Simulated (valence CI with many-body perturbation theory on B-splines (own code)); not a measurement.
# E1 line list for Cr¹¹⁺

Level of theory: relativistic CI+MBPT: three valence electrons over a frozen Dirac-Fock core [Ne], a basis of 11 s, 11 p, 9 d, 7 f, 5 g, 2 h, 1 i functions for each j, with the one-electron correlation potential Σ1, the two-electron term Σ2, the three-electron term Σ3, Breit, model QED; selected CI, second order for the rest, scaled by the run's own slope (own B-spline code, finite nucleus).

No measured levels were compared; by estimate levels of excited configurations hold to 0.05 to 0.15 % of their energy, terms of the ground configuration to about 0.5 %.

Lines 101 to 150 of 262 in falling wavelength, among levels below 966420 cm⁻¹, chosen from the strongest by gf and those to the six lowest levels. Wavelengths and rates use the calculated energies, so an error of 200 cm⁻¹ moves a line at 331.0 Å by 0.066 % and its rate by three times that or more. Electric multipoles are in the length gauge, E1 and E2 with the static RPA response of the core. Weak lines are less certain than strong ones. Lines between different terms over intervals too small for the method are left out, as are lines whose strength nearly cancels. Where a level lies close to another of its J and parity, the split of strength between their lines is uncertain. The highest levels of a list are the least certain.

Names give the largest LS component (configuration and term), which can be under half, so a name can repeat, a term be missing and a line seem to break the LS rules; names also repeat where a configuration has a term twice. Letters in brackets count levels of one name in rising energy.

```tsv
λ vac (Å)	Upper	Lower	A (s⁻¹)	S (a.u.)
331.0	3p²3d ⁴P_5/2	3s3p3d ⁴D°_3/2	1.22e+09	1.31e-01
330.4	3p²3d ⁴P_3/2	3s3p3d ⁴D°_3/2	3.24e+09	2.31e-01
329.4	3p²3d ⁴D_3/2	3s3p3d ⁴F°_3/2 [a]	1.79e+09	1.26e-01
329.0	3p²3d ⁴P_5/2	3s3p3d ⁴P°_5/2	2.38e+09	2.51e-01
327.3	3p²3d ²F_5/2 [b]	3s3p3d ²F°_5/2 [a]	6.05e+09	6.29e-01
325.2	3p²3d ²P_1/2 [a]	3s3p3d ⁴F°_3/2 [b]	3.79e+09	1.29e-01
324.9	3p³ ⁴S°_3/2	3s3p² ⁴P_3/2	9.63e+09	6.52e-01
320.0	3p²3d ²P_3/2 [b]	3s3p3d ²D°_5/2 [a]	2.68e+09	1.74e-01
319.9	3p³ ⁴S°_3/2	3s3p² ⁴P_1/2	5.04e+09	3.26e-01
318.5	3s3p² ²S_1/2	3s²3p ²P°_1/2	1.15e+10	3.67e-01
316.3	3s3p3d ²P°_3/2 [b]	3s²3d ²D_5/2	2.07e+10	1.29e+00
316.2	3s3p3d ²P°_1/2 [b]	3s²3d ²D_3/2	2.27e+10	7.08e-01
312.8	3s3p3d ²D°_5/2 [b]	3s²3d ²D_5/2	1.53e+10	1.39e+00
312.7	3s3p3d ²D°_3/2 [b]	3s²3d ²D_3/2	1.67e+10	1.01e+00
312.7	3p²3d ²D_3/2 [b]	3s3p3d ²D°_3/2 [a]	3.78e+09	2.28e-01
311.3	3s3p² ²P_1/2	3s²3p ²P°_3/2	1.60e+10	4.76e-01
307.1	3p²3d ²D_5/2 [b]	3s3p3d ²D°_5/2 [a]	3.94e+09	3.38e-01
305.6	3s3p² ²P_3/2	3s²3p ²P°_3/2	2.68e+10	1.51e+00
301.1	3p²3d ²F_5/2 [b]	3s3p3d ²D°_3/2 [a]	9.14e+09	7.39e-01
301.0	3p²3d ²F_5/2 [a]	3p³ ²D°_3/2	1.94e+09	1.57e-01
299.9	3s3p² ²P_1/2	3s²3p ²P°_1/2	1.36e+10	3.62e-01
298.6	3p²3d ²F_7/2 [a]	3p³ ²D°_5/2	2.58e+09	2.71e-01
298.6	3p²3d ²F_7/2 [b]	3s3p3d ²D°_5/2 [a]	9.88e+09	1.04e+00
294.5	3s3p² ²P_3/2	3s²3p ²P°_1/2	5.92e+09	2.99e-01
293.9	3s3p3d ⁴P°_5/2	3s3p² ²D_3/2	2.50e+07	1.88e-03
292.2	3s3p3d ⁴D°_3/2	3s3p² ²D_3/2	2.78e+08	1.37e-02
291.4	3p²3d ²D_3/2 [a]	3p³ ²P°_1/2	2.95e+09	1.44e-01
288.6	3p²3d ⁴P_5/2	3s3p3d ⁴F°_3/2 [b]	1.54e+09	1.10e-01
288.1	3p²3d ⁴P_5/2	3s3p3d ⁴F°_3/2 [a]	2.15e+09	1.52e-01
287.0	3s3p3d ⁴F°_3/2 [a]	3s3p² ⁴P_5/2	4.92e+07	2.30e-03
286.5	3s3p3d ⁴P°_1/2	3s3p² ²D_3/2	2.04e+07	4.75e-04
286.5	3s3p3d ⁴F°_3/2 [b]	3s3p² ⁴P_5/2	6.90e+07	3.20e-03
286.1	3s3p3d ⁴P°_3/2	3s3p² ²D_3/2	6.37e+06	2.94e-04
285.9	3s3p3d ⁴D°_5/2	3s3p² ²D_3/2	3.01e+07	2.08e-03
284.6	3s3p3d ⁴F°_5/2	3s3p² ⁴P_5/2	3.99e+07	2.72e-03
284.4	3p²3d ²P_3/2 [a]	3p³ ²D°_5/2	1.12e+10	5.07e-01
282.9	3p³ ²P°_1/2	3s3p² ⁴P_3/2	1.16e+07	2.60e-04
282.9	3p²3d ²P_3/2 [a]	3p³ ²D°_3/2	2.23e+09	9.95e-02
281.8	3s3p3d ⁴F°_3/2 [a]	3s3p² ⁴P_3/2	2.38e+08	1.05e-02
281.6	3s3p3d ⁴F°_7/2	3s3p² ⁴P_5/2	1.38e+08	1.22e-02
281.4	3s3p3d ⁴F°_3/2 [b]	3s3p² ⁴P_3/2	3.66e+07	1.61e-03
280.1	3p²3d ⁴D_1/2	3p³ ²D°_3/2	4.68e+09	1.02e-01
279.5	3s3p3d ⁴F°_5/2	3s3p² ⁴P_3/2	7.90e+07	5.11e-03
279.1	3p³ ²P°_1/2	3s3p² ⁴P_1/2	8.05e+06	1.73e-04
279.0	3s3p3d ²P°_3/2 [a]	3s3p² ²P_3/2	9.08e+09	3.89e-01
278.1	3s3p3d ⁴F°_3/2 [a]	3s3p² ⁴P_1/2	1.80e+07	7.64e-04
277.6	3s3p3d ⁴F°_3/2 [b]	3s3p² ⁴P_1/2	9.47e+07	4.00e-03
277.1	3s3p3d ²D°_3/2 [a]	3s3p² ²D_5/2	2.36e+09	9.91e-02
276.9	3s3p3d ²D°_5/2 [a]	3s3p² ²D_5/2	2.47e+10	1.55e+00
276.2	3s3p3d ²D°_3/2 [a]	3s3p² ²D_3/2	2.52e+10	1.05e+00
```
